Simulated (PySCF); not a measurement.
Compound: tropone, C7H6O.
Bonds: O1–C2 (double), C2–C3, C3–C4 (double), C4–C5, C5–C6 (double), C6–C7, C7–C8 (double), C2–C8. Hydrogens: H9 on C3; H10 on C4; H11 on C5; H12 on C6; H13 on C7; H14 on C8.

The computed photoelectron lines, unassigned: C 1s: 290.51 (area 2), 290.93 (area 2), 291.13 (area 2), 292.68 (area 1) eV; O 1s: 536.21 eV.

Level of theory: delta-SCF UKS SCAN, pcX-2 on the ionised atom, pcseg-1 elsewhere, spin-free X2C in PySCF. Geometry: PBE0-D3(BJ)/def2-SVP; no solvent, vibrations or thermal averaging.

Q: Order the carbon atoms by C 1s binding energy.

A: 290.51 eV: C3/C8 (unsaturated ring CH carbon); 290.93 eV: C5/C6 (unsaturated ring CH carbon); 291.13 eV: C4/C7 (unsaturated ring CH carbon); 292.68 eV: C2 (ring carbonyl carbon). The listed C 1s values span 2.17 eV, from C3/C8 (bonded to 2 C (aromatic in the SMILES) and H) to C2 (bonded to O (double bond) and 2 C (aromatic in the SMILES)). The widest gap between neighbouring values is 1.55 eV, between 291.13 and 292.68 eV. Summing the Pauling electronegativity differences to the bonded atoms, each weighted by its formal bond order, gives -0.35 for the lowest site and +1.78 for the highest; no listed site has a larger sum than the highest.

Bonded neighbours of each site: O1: C (double bond); C2: O (double bond) and 2 C (aromatic in the SMILES); C3/C8: 2 C (aromatic in the SMILES) and H; C4/C7: 2 C (aromatic in the SMILES) and H; C5/C6: 2 C (aromatic in the SMILES) and H.

Q: What is the longest wavelength that can ionise C 1s of C5/C6 vertically?

A: λ = hc/E = 12398.42 eV Å / 290.93 eV = 42.617 Å.

Atoms equivalent by their bonding share one computed value, that of the first of them. The unrestricted hole states depart most from a pure doublet (⟨S²⟩ = 0.75; over 0.85 named) for C 1s of C3/C8 (0.88), C 1s of C4/C7 (0.96) and C 1s of C5/C6 (0.92), which makes these values less certain.
